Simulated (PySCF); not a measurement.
Computed IR spectrum (relative IR intensity) of a molecule C4H5FO. The structure is a stationary point at PBE-D3(BJ)/def2-SVP. Other conformers were not sampled. Calculation: PySCF with PBE-D3(BJ)/def2-SVP. Frequencies are harmonic and unscaled.

ν (cm⁻¹): 645 (vw), 704 (vw), 922 (w), 976 (w), 1030 (m), 1043 (vw), 1145 (m), 1178 (w), 1193 (w), 1331 (w), 1362 (w), 1411 (vw), 1861 (vs), 2944 (w), 3021 (vw), 3095 (vw) (against the strongest line: vs over 80 %, s over 45 %, m over 15 %, w over 4 %, vw less)

### Question
Identify the compound among the candidates.
A) O=C1CC[C@@H]1F
B) FC1=COCC1
C) CC1=C(F)CO1
D) C=COC(=C)F

### Answer
A, O=C1CC[C@@H]1F
